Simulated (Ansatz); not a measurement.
Z-matrix (Å, degrees):
```
Si
C 1 1.936
B 1 2.177 2 43.3
Al 1 2.522 2 90.2 3 16.5
H 1 1.488 2 107.3 3 118.9
H 1 1.483 2 113.2 3 -117.1
H 2 1.087 1 109.9 3 -117.4
H 2 1.088 1 113.0 3 115.9
H 3 1.231 1 99.7 2 -116.0
H 4 1.577 1 138.9 2 -174.4
```

Charge 0, multiplicity 1.

**Question.** List the PBE/def2-TZVPP orbital energies in eV (the Gaussian-basis code of Ansatz). (Best estimate.)

**Answer.** The calculation gave: Occupied: -1779.55, -1506.81, -268.65, -176.71, -137.29, -107.10, -94.04, -94.01, -94.00, -69.20, -69.04, -68.91, -17.54, -13.12, -11.74, -10.45, -9.70, -8.81, -8.30, -7.33, -6.66, -5.14. Lowest empty: -2.34, -1.52, -0.94, -0.55, 0.07, 0.64, 0.70, 1.49.
